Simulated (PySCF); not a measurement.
Cl3OSi, SMILES [O][Si](Cl)(Cl)Cl (connectivity only; charge and spin as stated), charge -1, multiplicity 1. Heavy atoms are numbered as in [O:1][Si:2]([Cl:3])([Cl:4])[Cl:5].

Geometry: B3LYP-D3(BJ)/def2-SVPD. The multiplicity is an assumed one; other spin states were not compared. The isomer is the one that the SMILES or the coordinates give; other isomers of the formula were not compared.

These are PySCF with HF/pcSseg-1 values and carry that method's errors.

GIAO shieldings, no solvent; atoms alike by connectivity are averaged. δ = σ(ref) − σ: ¹⁷O against H2O (σ = 333.0 ppm); ²⁹Si against TMS (σ = 393.8 ppm); ³⁵Cl against HCl (σ = 958.2 ppm), references at their B3LYP-D3(BJ)/def2-TZVP geometries, non-relativistic (without spin–orbit terms, shifts of atoms bonded to Cl or Br come out too high).

| atoms | nucleus | count | δ (ppm) |
|---|---|---|---|
| O1 | ¹⁷O | 1 | 182.9 |
| Si2 | ²⁹Si | 1 | -45.5 |
| Cl3 | ³⁵Cl | 3 | ? |

**Question.** Fill in the missing entries. (The exact figures need the calculation; the answer reports its results.)

**Answer.** 
- Cl3, δ (ppm): 88.6
